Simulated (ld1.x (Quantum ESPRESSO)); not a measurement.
**PBE TM dataset for Ru, non-relativistic all-electron reference.**

ld1.x (Quantum ESPRESSO) 7.5 input, shortened:

```
&input
   title='Ru', zed=44., rel=0, dft='PBE', iswitch=3,
   config='[Kr] 4d7.5 5s0.5 5p0'
 /
 &inputp
   pseudotype=2, tm=.true., lloc=0,
   nlcc=.true., new_core_ps=.true.
 /
3
5P  2  1   0.00   0.00  3.85  3.85  0.0
4D  3  2   7.50   0.00  1.15  1.15  0.0
5S  1  0   0.50   0.00  2.60  2.60  0.0
 &test
   configts(1)='4d7.5 5s0.5 5p0'
 /
```

Results:

| Property | Result |
| --- | --- |
| Cutoffs needed | 80 Ry and 110 Ry (the cutoffs (Ry, on a coarse ladder) from which the occupation-weighted sum of valence levels, in a spherical-Bessel basis at the reference potential, stays within 10 and 1 mRy of its value at 400 Ry) |
| Ghost test | no extra level below or beside the all-electron valence levels (p, d, s, f tested) (spherical-Bessel basis up to 400 Ry, 20 bohr box) |
| Largest excitation error | -307 meV (all-electron minus pseudo) for 4d6 5s2 5p0, out of 7 test configurations |

Generation and tests took about 1.3 s on one core of a shared server CPU.
